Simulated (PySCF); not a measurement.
A run for PySCF: R-HF/STO-3G on BeClH (SMILES [BeH][Cl]), a point of a bond scan (R = 4.153 Å).

```python
from pyscf import gto, scf, dft, mp
from pyscf.data.elements import chemcore

mol = gto.M(
    atom='''
    Be   -0.00000000   -0.00000000   -1.33527396
    H    -0.00000000   -0.00000000   -2.65794482
    Cl    0.00000000    0.00000000    2.81807929
    ''',
    basis='sto-3g',
    charge=0, spin=0, verbose=3, max_memory=1800)
mf = scf.RHF(mol)
mf.conv_tol = 1e-8
mf.max_cycle = 100
mf.kernel()
if not mf.converged:
    mf = mf.newton().run(mf.mo_coeff, mf.mo_occ)
```

Output:

```
converged SCF energy = -469.357680376833
```

The calculation finished and met its thresholds.

Cost: around 0.08 core-seconds (rough).
